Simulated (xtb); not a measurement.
PGME (C4H10O2), SMILES COCC(C)O. All values are semi-empirical tight-binding results from xtb (GFN2-xTB unless named), good for trends rather than for accurate numbers. Geometry optimised at GFN2-xTB. Other conformers were not sampled.

The orbital gap is 11.38 eV and the dipole moment is 2.52 D. The zero-point energy comes out as 86.0 kcal/mol and the G − E(el) at 298.15 K (modified RRHO) comes out as 66.0 kcal/mol. The static polarisability (D4 model) is 61.5 bohr³. The solvation energy, GFN2-xTB/ALPB(water) comes out as -4.7 kcal/mol and the solvation energy, GFN2-xTB/ALPB(dmf) is -7.9 kcal/mol.

Computed IR lines (harmonic; lines under 4 % of the strongest left out, lines within 3 cm⁻¹ merged):
ν (cm⁻¹): 321 (w), 407 (vs), 470 (w), 501 (w), 1000 (m), 1068 (m), 1114 (m), 1119 (m), 1138 (w), 1154 (m), 1184 (w), 1220 (m), 1242 (s), 1299 (m), 1363 (w), 1399 (w), 2838 (m), 2862 (s), 2887 (m), 2898 (m), 2922 (m), 3030 (w), 3046 (m), 3061 (w), 3528 (m) (against the strongest line: vs over 80 %, s over 45 %, m over 15 %, w over 4 %, vw less)
